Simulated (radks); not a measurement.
Fractional charge and spin in the 4s shell of zinc: the spin-up occupation runs from 0 to 1 and the spin-down occupation from 0 to 1; the fullest corner is Zn, [Ar] 3d10 4s(up 1, down 1). Method: non-relativistic Kohn-Sham, PBE, spin-polarised, spherical densities, point nucleus; computed with a radial shooting solver on a logarithmic mesh with Libxc functionals. Energy (eV) minus the two flat planes that join the four corners (they meet along the diagonal where the two added fractions sum to one electron); zero is where a piecewise linear energy would lie.

down \ up       0    0.25     0.5    0.75       1
0           0.000  -0.791  -1.048  -0.782   0.000
0.25       -0.791  -0.968  -0.629   0.218  -0.685
0.5        -1.048  -0.629   0.291  -0.548  -0.906
0.75       -0.782   0.218  -0.548  -0.841  -0.673
1           0.000  -0.685  -0.906  -0.673   0.000

Corners above the fullest one (they belong to Zn+ and the next ion): (up 1, down 0) 9.377 eV, (up 0, down 1) 9.377 eV, (up 0, down 0) 27.750 eV. With half an added electron in each spin the energy lies 0.291 eV from the planes (fractional-spin error, the static-correlation error of a stretched bond), and with half an added electron in spin up alone -1.048 eV (fractional-charge error). For a frontier s shell over closed shells the exact functional lies on the planes.
